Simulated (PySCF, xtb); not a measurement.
C2H3F3Sn, SMILES C=[CH][Sn]([F])([F])[F]. One conformer was computed; it need not be the lowest.

Harmonic wavenumbers (cm⁻¹) from GFN2-xTB in xtb at its own minimum, in rising order: 19, 48, 63, 97, 100, 103, 223, 302, 394, 396, 439, 466, 840, 900, 973, 1084, 1337, 1655, 3018, 3076, 3081.

Q: What does PBE-D3(BJ)/def2-SVP run with PySCF give at its own minimum? (An estimate is asked for; the answer gives what the named calculation found.)

A: 61, 88, 119, 160, 172, 184, 282, 480, 520, 612, 629, 630, 948, 950, 979, 1183, 1355, 1605, 3057, 3128, 3158. Paired by order, the mean absolute difference is 85 cm⁻¹ and the zero-point energies are 26.6 and 29.0 kcal/mol.
